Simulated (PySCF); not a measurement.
Species: SiEt(NHMe)3, C₅H₁₇N₃Si.
Bonds: Si1–C2, Si1–N9, Si1–N15, Si1–N21, C2–C3, N9–C10, N15–C16, N21–C22. Hydrogens: H4, H5 on C2; H6, H7, H8 on C3; H11 on N9; H12, H13, H14 on C10; H17 on N15; H18, H19, H20 on C16; H23 on N21; H24, H25, H26 on C22.

Method: PBE0-D3(BJ)/def2-SVP geometry optimisation, gas phase (PySCF 2.14.0); density fitting, grid level 1; the optimiser is geomeTRIC in internal coordinates, started from a GFN2-xTB structure with every atom displaced at random (about 0.03 Å).

At the end of the run (lengths in Å): C22–H26 1.105, N21–H23 1.013, Si1–N9 1.732, Si1–N15 1.738, C3–H7 1.102, C22–H24 1.108, C3–H8 1.101, Si1–N9–C10 125.6°, N9–Si1–N21 106.0°, N15–Si1–N21 119.5°, C2–Si1–N15 108.2°, N9–Si1–C2–C3 56°, C2–Si1–N9–C10 75°, C2–Si1–N15–C16 -45°, H12–C10–N9–Si1 -98°, H23–N21–Si1–C2 15°.

Task: These geometries were met on the way; a selection of coordinates is given. Order them by energy above the end point, lowest first.
A. C22–H26 1.105, N21–H23 1.013, Si1–N9 1.733, Si1–N15 1.741, C3–H7 1.104, C22–H24 1.110, C3–H8 1.101, Si1–N9–C10 124.1°, N9–Si1–N21 106.2°, N15–Si1–N21 119.6°, C2–Si1–N15 107.9°, N9–Si1–C2–C3 58°, C2–Si1–N9–C10 68°, C2–Si1–N15–C16 -49°, H12–C10–N9–Si1 -89°, H23–N21–Si1–C2 21°
B. C22–H26 1.082, N21–H23 1.003, Si1–N9 1.706, Si1–N15 1.766, C3–H7 1.119, C22–H24 1.116, C3–H8 1.095, Si1–N9–C10 128.6°, N9–Si1–N21 109.1°, N15–Si1–N21 116.4°, C2–Si1–N15 105.0°, N9–Si1–C2–C3 55°, C2–Si1–N9–C10 70°, C2–Si1–N15–C16 -49°, H12–C10–N9–Si1 -88°, H23–N21–Si1–C2 22°
C. C22–H26 1.110, N21–H23 1.020, Si1–N9 1.729, Si1–N15 1.741, C3–H7 1.095, C22–H24 1.103, C3–H8 1.104, Si1–N9–C10 116.3°, N9–Si1–N21 106.9°, N15–Si1–N21 118.5°, C2–Si1–N15 107.0°, N9–Si1–C2–C3 58°, C2–Si1–N9–C10 67°, C2–Si1–N15–C16 -49°, H12–C10–N9–Si1 -86°, H23–N21–Si1–C2 22°
D. C22–H26 0.985, N21–H23 0.925, Si1–N9 1.654, Si1–N15 1.805, C3–H7 1.167, C22–H24 1.147, C3–H8 1.063, Si1–N9–C10 119.4°, N9–Si1–N21 110.3°, N15–Si1–N21 115.4°, C2–Si1–N15 104.8°, N9–Si1–C2–C3 53°, C2–Si1–N9–C10 70°, C2–Si1–N15–C16 -49°, H12–C10–N9–Si1 -88°, H23–N21–Si1–C2 22°
E. C22–H26 1.109, N21–H23 1.016, Si1–N9 1.737, Si1–N15 1.734, C3–H7 1.097, C22–H24 1.105, C3–H8 1.103, Si1–N9–C10 127.7°, N9–Si1–N21 105.8°, N15–Si1–N21 119.7°, C2–Si1–N15 108.2°, N9–Si1–C2–C3 59°, C2–Si1–N9–C10 68°, C2–Si1–N15–C16 -50°, H12–C10–N9–Si1 -88°, H23–N21–Si1–C2 22°

Result: A (0.006 eV), E (0.022 eV), C (0.084 eV), B (0.177 eV), D (1.206 eV).

```json
{"step": "5", "E above end (eV)": "0.006", "rms distance from the end, all atoms (Å)": "0.078", "largest force (eV/Å)": "0.143", "rms shift of all bonds from the end (Å)": "0.001"}
{"step": "3", "E above end (eV)": "0.022", "rms distance from the end, all atoms (Å)": "0.094", "largest force (eV/Å)": "0.372", "rms shift of all bonds from the end (Å)": "0.003"}
{"step": "2", "E above end (eV)": "0.084", "rms distance from the end, all atoms (Å)": "0.142", "largest force (eV/Å)": "0.859", "rms shift of all bonds from the end (Å)": "0.004"}
{"step": "1", "E above end (eV)": "0.177", "rms distance from the end, all atoms (Å)": "0.153", "largest force (eV/Å)": "1.502", "rms shift of all bonds from the end (Å)": "0.012"}
{"step": "0", "E above end (eV)": "1.206", "rms distance from the end, all atoms (Å)": "0.158", "largest force (eV/Å)": "6.854", "rms shift of all bonds from the end (Å)": "0.043"}
```

Rows stand in the order of the answer.
